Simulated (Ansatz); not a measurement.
```yaml
crystal:
  periodic: [false, false, false]
  atoms:
    - {symbol: C, position_ang: [1.616821, -1.370009, -0.679976]}
    - {symbol: C, position_ang: [0.995901, -0.142774, -0.840671]}
    - {symbol: Ge, position_ang: [1.683294, 0.953082, -2.145565]}
    - {symbol: N, position_ang: [0.100728, 0.230496, -0.230030]}
    - {symbol: Ga, position_ang: [-1.096740, 0.131859, 0.944513]}
    - {symbol: C, position_ang: [-0.677912, 0.839881, 2.552886]}
    - {symbol: C, position_ang: [-2.702486, -0.470800, 0.376959]}
    - {symbol: H, position_ang: [1.172647, -1.898112, 0.050698]}
    - {symbol: H, position_ang: [2.590409, -1.242570, -0.455917]}
    - {symbol: H, position_ang: [1.582985, -1.894257, -1.539267]}
    - {symbol: H, position_ang: [0.947256, 2.156561, -2.155178]}
    - {symbol: H, position_ang: [1.600174, 0.327061, -3.416797]}
    - {symbol: H, position_ang: [3.054062, 1.227570, -1.899094]}
    - {symbol: H, position_ang: [-0.760931, 0.143776, 3.273750]}
    - {symbol: H, position_ang: [0.260998, 1.193069, 2.557465]}
    - {symbol: H, position_ang: [-1.305659, 1.589087, 2.787361]}
    - {symbol: H, position_ang: [-2.963846, -1.298978, 0.883901]}
    - {symbol: H, position_ang: [-2.678761, -0.690795, -0.601499]}
    - {symbol: H, position_ang: [-3.418948, 0.215841, 0.536478]}
basis:
  gaussian: {orbitals: aug-pcseg-2}
hamiltonian: {xc: {name: PBE0}, dispersion: d4}
output: {forces: true}
```

```sh
$ ansatz run in.yaml --threads 4 --pin off --events-out ev --progress --plain --max-ram 63488MiB --backend cuda --devices 0, --max-vram 37GiB
```

Shortened log:

```
Functional definition: PBE0
2685 factors; their error is unknown
mean field evaluation 1: about -114681.9337 eV, gradient 1.1e2 eV
mean field evaluation 2: about -114655.8673 eV, gradient 1.4e2 eV
mean field evaluation 4: about -114708.6512 eV, gradient 1.0e1 eV
mean field evaluation 8: about -114708.8666 eV, gradient 2.7e-1 eV
mean field evaluation 16: about -114709.2910 eV, gradient 7.5e-4 eV
mean field -114709.29098704 eV, -4215.4886910237 hartree, gradient 3.9e-5 eV, S^2 0.000000; 0 other end points of the search recorded, 0 dependent functions left out
reference -114709.29106431 eV, -4215.4886938634 hartree; 53, 53 occupied and 571, 571 virtual orbitals, 2685 factors
Total energy: -114709.72513035 eV, -4215.5046454960 hartree
Atom 0 at     1.616821    -1.370009    -0.679976 Å, force     0.450635    -0.933613     0.138959 eV/Å
Atom 1 at     0.995901    -0.142774    -0.840671 Å, force     5.365923    -1.117298    -4.325806 eV/Å
Atom 2 at     1.683294     0.953082    -2.145565 Å, force     0.395766     0.535197    -0.685330 eV/Å
Atom 3 at     0.100728     0.230496    -0.230030 Å, force    -5.719272     3.611700     3.165410 eV/Å
Atom 4 at    -1.096740     0.131859     0.944513 Å, force    -1.075510    -0.186679     1.116070 eV/Å
Atom 5 at    -0.677912     0.839881     2.552886 Å, force    -0.102738    -0.216315    -0.481247 eV/Å
Atom 6 at    -2.702486    -0.470800     0.376959 Å, force     0.485342     0.172584     0.154555 eV/Å
Atom 7 at     1.172647    -1.898112     0.050698 Å, force    -1.596377    -2.075322     2.732475 eV/Å
Atom 8 at     2.590409    -1.242570    -0.455917 Å, force     3.625627     0.332503     0.810943 eV/Å
Atom 9 at     1.582985    -1.894257    -1.539267 Å, force    -0.034420    -2.036459    -3.125329 eV/Å
Atom 10 at     0.947256     2.156561    -2.155178 Å, force    -1.418172     2.363330    -0.044819 eV/Å
Atom 11 at     1.600174     0.327061    -3.416797 Å, force    -0.133657    -1.172016    -2.429592 eV/Å
Atom 12 at     3.054062     1.227570    -1.899094 Å, force     2.611823     0.529454     0.435897 eV/Å
Atom 13 at    -0.760931     0.143776     3.273750 Å, force    -0.299237    -2.523044     2.744312 eV/Å
Atom 14 at     0.260998     1.193069     2.557465 Å, force     3.519793     1.349737     0.094743 eV/Å
Atom 15 at    -1.305659     1.589087     2.787361 Å, force    -2.308540     2.788093     0.945939 eV/Å
Atom 16 at    -2.963846    -1.298978     0.883901 Å, force    -1.055652    -3.073919     1.849002 eV/Å
Atom 17 at    -2.678761    -0.690795    -0.601499 Å, force     0.011307    -0.849828    -3.673495 eV/Å
Atom 18 at    -3.418948     0.215841     0.536478 Å, force    -2.722642     2.501895     0.577313 eV/Å
Dipole moment:     0.060891    -0.265421     0.103596 e Å
```

Run time 4.5 s (4 threads of an AMD EPYC 7R13 on a shared host and a share of an NVIDIA H100 80 GB); peak host memory 1.4 GiB.
